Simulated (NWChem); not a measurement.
System: BeIF; SMILES [F][Be][I]

NWChem input:

```
start job
memory heap 200 mb stack 900 mb global 1100 mb
geometry units angstroms noautoz
  Be     0.000000     0.000000     1.560323
  F      0.000000     0.000000     2.949657
  I      0.000000     0.000000    -0.604781
end
basis spherical
  * library def2-svp
end
ecp
  I library def2-ecp
end
dft
  xc hcth407
  iterations 150
  mulliken
end
task dft energy
```

Coordinates come from a PBE0/def2-SVP optimisation. def2 effective core potentials on I; no spin-orbit coupling.

Predict the main results of this run. (HCTH/407/def2-SVP with def2 effective core potentials on I.) Quantities: energy (Ha); highest occupied level (eV); orbital gap (eV); dipole (D).


```
Property                      Result
---------------------------  -------
energy (Ha)                  -413.03
highest occupied level (eV)    -7.08
orbital gap (eV)                5.65
dipole (D)                      0.69
```
